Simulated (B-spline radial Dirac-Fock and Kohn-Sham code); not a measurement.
**Relativistic shifts of the levels of Cd⁺**

System: cadmium as Cd⁺, configuration [Kr] 4d10 5s1.

Both columns are ΔSCF binding energies of the configuration average from a radial atomic solver: non-relativistic Hartree-Fock with a point nucleus, and Dirac-Fock with a finite nucleus and the Coulomb interaction alone, averaged over the two j levels with weights 2j+1.

| shell | Hartree-Fock (eV) | Dirac-Fock (eV) | shift (eV) | shift (%) |
| --- | --- | --- | --- | --- |
| 1s | 25942.3 | 26811.4 | +869.17 | +3.35 |
| 2s | 3839.1 | 4050.1 | +211.05 | +5.50 |
| 2p | 3565.1 | 3625.3 | +60.17 | +1.69 |
| 3s | 747.9 | 791.5 | +43.61 | +5.83 |
| 3p | 635.8 | 648.9 | +13.14 | +2.07 |
| 3d | 429.7 | 423.7 | -6.04 | -1.41 |
| 4p | 87.71 | 89.71 | +2.00 | +2.28 |
| 4d | 26.51 | 25.67 | -0.85 | -3.19 |
| 5s | 14.82 | 15.56 | +0.74 | +4.98 |

Relativity binds 1s, 2s, 2p, 3s, 3p, 4p, 5s more strongly, among those listed most of all 3s in relative terms, and 3d, 4d more weakly, because the contracted s and p shells screen the nucleus better.

Values without a named source are computed, but for edge energies of neutral atoms, which are taken from tables.
